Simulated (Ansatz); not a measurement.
Species: C8H4O2, SMILES `O=c1ccc2c(=O)ccc1=2` with one electron added (charge -1, multiplicity 2).

Give a relaxed geometry from PBE-D3(BJ)/def2-SVP (Ansatz, a first-principles code).

the end point of this relaxation (outside a Z-matrix the atoms follow the SMILES, hydrogens last).
Z-matrix (Å, degrees):
```
C
C 1 1.4010
C 1 1.4536 2 109.12
C 3 1.3819 1 108.74 2 0.00
H 4 1.0995 3 127.97 1 179.99
H 3 1.1018 4 126.45 5 0.00
C 2 1.4536 1 109.12 3 -180.00
C 7 1.3819 2 108.74 1 0.00
H 8 1.0995 7 127.97 2 179.99
H 7 1.1018 8 126.45 9 -0.01
C 2 1.4790 1 108.90 3 0.00
O 11 1.2475 2 129.52 1 180.00
C 1 1.4790 2 108.90 7 0.00
O 13 1.2475 1 129.52 2 -180.00
```
